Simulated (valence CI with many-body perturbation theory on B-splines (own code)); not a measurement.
## Fe4+: electric-dipole lines

Method: configuration interaction combined with many-body perturbation theory (CI+MBPT): four valence electrons over a frozen Dirac-Fock core [Ar], radial functions for each j: 7 s, 7 p, 8 d, 6 f, 4 g, 1 h, with the one-electron correlation potential Σ1 (screened to all orders), the two-electron term Σ2, the three-electron term Σ3, Breit, model QED; selected single and double excitations, second order for the rest, scaled by the run's own slope (own B-spline code, finite nucleus).

Set against measurement, 60 paired levels are off by 2075 cm⁻¹ on average, the worst by 5068. These come from a selection out of Corliss and Sugar, J. Phys. Chem. Ref. Data 11, 135 (1982). Levels without a partner in it may be off by more, other configurations by 1,000 to 8,000 cm⁻¹. The list stops below the first excitations out of the core.

Lines 1 to 50 of 600 in falling wavelength, among levels below 319600 cm⁻¹, chosen from the strongest by gf and those to the six lowest levels. Wavelengths and rates use the calculated energies, so an error of 2000 cm⁻¹ moves a line at 2273 Å by 4.5 % and its rate by three times that or more. Electric multipoles are in the length gauge, E1 and E2 with the static RPA response of the core. Weak lines are less certain than strong ones. Lines between different terms over intervals too small for the method are left out, as are lines whose strength nearly cancels. Where a level lies close to another of its J and parity, the split of strength between their lines is uncertain. The highest levels of a list are the least certain.

Names give the largest LS component (configuration and term), which can be under half, so a name can repeat, a term be missing and a line seem to break the LS rules; names also repeat where a configuration has a term twice. Letters in brackets count levels of one name in rising energy.

```
λ vac (Å)             Upper            Lower   A (s⁻¹)  S (a.u.) with core polarisation  S without
     2273  3d3.4p 1D°_2 [c]  3d3.4s 1D_2 [b]  4.09e+07                         1.18e+00   1.34e+00
     2149  3d3.4p 3D°_3 [a]  3d3.4s 3P_2 [a]  2.06e+07                         7.06e-01   7.96e-01
     2103  3d3.4p 3D°_3 [f]  3d3.4s 3D_3 [b]  1.58e+07                         5.09e-01   5.77e-01
     1973  3d3.4p 1G°_4 [b]      3d3.4s 1F_3  6.46e+07                         2.20e+00   2.48e+00
     1895  3d3.4p 5D°_4 [a]      3d3.4s 5P_3  1.49e+07                         4.52e-01   5.11e-01
     1835  3d3.4p 3G°_3 [a]      3d3.4s 3G_3  2.17e+07                         4.63e-01   5.23e-01
     1826  3d3.4p 3G°_4 [a]      3d3.4s 3G_4  2.18e+07                         5.90e-01   6.67e-01
     1817  3d3.4p 3G°_5 [a]      3d3.4s 3G_5  2.39e+07                         7.77e-01   8.77e-01
     1749  3d3.4p 3G°_4 [c]  3d3.4s 3F_3 [b]  3.53e+07                         8.39e-01   9.46e-01
     1749  3d3.4p 3G°_5 [c]  3d3.4s 3F_4 [b]  3.08e+07                         8.94e-01   1.01e+00
     1748  3d3.4p 3G°_3 [c]  3d3.4s 3F_2 [b]  2.30e+07                         4.24e-01   4.78e-01
     1675  3d3.4p 3H°_4 [a]      3d3.4s 3H_4  9.81e+07                         2.05e+00   2.31e+00
     1661      3d3.4p 1S°_0      3d3.4s 1P_1  5.25e+08                         1.19e+00   1.34e+00
     1653  3d3.4p 3H°_5 [a]      3d3.4s 3H_5  1.16e+08                         2.84e+00   3.20e+00
     1646  3d3.4p 1F°_3 [a]  3d3.4s 1D_2 [a]  4.92e+07                         7.58e-01   8.50e-01
     1632  3d3.4p 5D°_1 [b]  3d3.4s 3P_2 [a]  1.05e+08                         6.73e-01   7.54e-01
     1631  3d3.4p 1D°_2 [a]  3d3.4s 1D_2 [a]  9.46e+07                         1.01e+00   1.14e+00
     1627  3d3.4p 3P°_2 [a]  3d3.4s 3P_2 [a]  2.70e+08                         2.87e+00   3.22e+00
     1627  3d3.4p 1H°_5 [a]      3d3.4s 1H_5  1.32e+08                         3.09e+00   3.46e+00
     1624  3d3.4p 3H°_6 [a]      3d3.4s 3H_6  1.76e+08                         4.84e+00   5.45e+00
     1621  3d3.4p 5D°_3 [a]  3d3.4s 3F_4 [a]  6.12e+07                         9.01e-01   1.01e+00
     1621  3d3.4p 3P°_0 [a]  3d3.4s 3P_1 [a]  3.04e+08                         6.38e-01   7.15e-01
     1612  3d3.4p 5D°_2 [a]  3d3.4s 3F_3 [a]  1.51e+08                         1.56e+00   1.75e+00
     1606  3d3.4p 3P°_2 [a]  3d3.4s 3P_1 [a]  1.12e+08                         1.14e+00   1.28e+00
     1604  3d3.4p 5D°_1 [b]  3d3.4s 3P_0 [a]  9.29e+07                         5.68e-01   6.36e-01
     1603  3d3.4p 3D°_1 [a]  3d3.4s 3F_2 [a]  2.99e+08                         1.82e+00   2.04e+00
     1601  3d3.4p 1G°_4 [a]  3d3.4s 3D_3 [a]  2.21e+07                         4.02e-01   4.53e-01
     1596  3d3.4p 1D°_2 [a]      3d3.4s 1P_1  1.80e+08                         1.80e+00   2.02e+00
     1595  3d3.4p 3G°_4 [b]      3d3.4s 3H_5  2.79e+07                         5.04e-01   5.67e-01
     1591  3d3.4p 3P°_1 [a]  3d3.4s 3P_2 [a]  1.26e+08                         7.52e-01   8.42e-01
     1590  3d3.4p 5D°_2 [c]  3d3.4s 3P_2 [a]  1.33e+08                         1.32e+00   1.48e+00
     1590  3d3.4p 3G°_5 [b]      3d3.4s 3H_6  2.98e+07                         6.51e-01   7.33e-01
     1587  3d3.4p 3F°_3 [b]  3d3.4s 3D_2 [a]  3.88e+07                         5.36e-01   6.03e-01
     1580  3d3.4p 5D°_2 [b]  3d3.4s 3F_3 [a]  5.06e+07                         4.92e-01   5.51e-01
     1578  3d3.4p 5D°_0 [b]  3d3.4s 3P_1 [a]  2.78e+08                         5.38e-01   6.03e-01
     1571  3d3.4p 3D°_2 [b]  3d3.4s 1D_2 [a]  7.17e+07                         6.87e-01   7.70e-01
     1571  3d3.4p 3P°_1 [a]  3d3.4s 3P_1 [a]  6.70e+07                         3.84e-01   4.30e-01
     1568  3d3.4p 3F°_2 [b]  3d3.4s 3D_1 [a]  1.03e+08                         9.83e-01   1.10e+00
     1564  3d3.4p 3P°_1 [a]  3d3.4s 3P_0 [a]  9.19e+07                         5.21e-01   5.83e-01
     1561  3d3.4p 3F°_4 [b]  3d3.4s 3D_3 [a]  3.05e+07                         5.14e-01   5.78e-01
     1560      3d3.4p 5F°_5  3d3.4s 3F_4 [a]  3.63e+07                         7.49e-01   8.37e-01
     1560  3d3.4p 3D°_3 [a]  3d3.4s 3F_4 [a]  4.75e+08                         6.23e+00   6.97e+00
     1556  3d3.4p 3D°_2 [a]  3d3.4s 3F_3 [a]  3.31e+08                         3.07e+00   3.44e+00
     1548      3d3.4p 5F°_1  3d3.4s 3F_2 [a]  2.99e+08                         1.64e+00   1.84e+00
     1545  3d3.4p 1P°_1 [a]  3d3.4s 1D_2 [a]  3.61e+08                         1.97e+00   2.21e+00
     1542  3d3.4p 3G°_3 [b]      3d3.4s 1G_4  5.00e+07                         6.32e-01   7.08e-01
     1539  3d3.4p 3D°_3 [a]  3d3.4s 3F_3 [a]  6.61e+07                         8.32e-01   9.30e-01
     1539  3d3.4p 3D°_2 [a]  3d3.4s 3F_2 [a]  6.36e+07                         5.72e-01   6.39e-01
     1538  3d3.4p 3D°_2 [b]      3d3.4s 1P_1  7.28e+07                         6.54e-01   7.32e-01
     1533  3d3.4p 1D°_2 [a]  3d3.4s 3D_2 [a]  5.23e+07                         4.65e-01   5.23e-01
```
